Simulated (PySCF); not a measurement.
A made-up structure of LiInHCl, singlet:

```xyz
4
angstrom
Li -1.4390 -0.2032 -1.3936
In -0.0537 -1.5945 -0.5697
Cl 0.1106 0.9807 0.3988
H 1.1097 0.8544 1.2676
```

It is relaxed with PBE-D4/def2-SVP and then PBE0-D4/def2-TZVP (PySCF 2.14 with density fitting (its default auxiliary sets; JK sets also for MP2 and CCSD(T))). Atoms count as bonded within 1.22 times the sum of their covalent radii (H–H: 0.88 Å). The end point is not checked to be a true minimum.

(1) Does its bonding change? (Judge from chemistry; the calculation decides.)

Answers

(1) Computed: Yes. Formed: none; broken: Li1–Cl3, In2–Cl3.

Where it ends: The first stage lowers the energy by 1.69 eV in 17 steps. It ends as a complex of HCl + In + Li:
```
4
angstrom
Li -1.9928 0.5777 -2.2544
In -0.3783 -1.6111 -0.9642
Cl 0.6996 0.7653 0.9396
H 1.5261 0.2229 1.7580
```

For scale, one of the runs: PBE0-D4/def2-TZVP relaxation, 107 basis functions, launched by `OMP_NUM_THREADS=2 python run.py`. Hardware: 2 CPU threads of an AMD EPYC 7B13, shared host. Wall time 35 s; peak host memory 1.1 GiB.
